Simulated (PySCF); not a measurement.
TiO2, SMILES [O]=[Ti]=[O], multiplicity 1.

Coordinates come from a ωB97X-D3(BJ)/def2-TZVP optimisation. The multiplicity is an assumed one; other spin states were not compared. The isomer is the one that the SMILES or the coordinates give; other isomers of the formula were not compared.

Calculation: TDA-B3LYP/def2-TZVPD (PySCF).

Vertical excitations. Isolated molecule, no solvent. State labels are in the subgroup C2v.

Question: Give excitation energies, oscillator strengths and character. (An estimate is asked for; the answer gives what the named calculation found.)

Answer: 
```csv
state,symmetry,energy (eV),λ (nm),f,main pairs
S1,B2,2.73,454,0.008,HOMO→LUMO 94 %
S2,A2,3.32,374,0.000,HOMO→LUMO+1 99 %
S3,B2,3.44,361,0.004,HOMO→LUMO+2 94 %
S4,A1,3.56,348,0.001,HOMO−1→LUMO 97 %
S5,B1,3.91,317,0.019,HOMO−2→LUMO 98 %
S6,B1,4.09,303,0.001,HOMO−1→LUMO+1 98 %
S7,A2,4.26,291,0.000,HOMO−3→LUMO 96 %
S8,A1,4.29,289,0.004,"HOMO−1→LUMO+2 59 %, HOMO−2→LUMO+1 37 %"
S9,B2,4.51,275,0.006,HOMO−4→LUMO 93 %
S10,B1,4.58,271,0.007,HOMO−2→LUMO+2 95 %
T1,B2,2.60,477,0,HOMO→LUMO 96 %
T2,A2,3.21,386,0,HOMO→LUMO+1 98 %
T3,B2,3.26,380,0,HOMO→LUMO+2 95 %
T4,A1,3.33,372,0,"HOMO−1→LUMO 76 %, HOMO−1→LUMO+2 22 %"
```
Triplets are in the Tamm–Dancoff approximation.
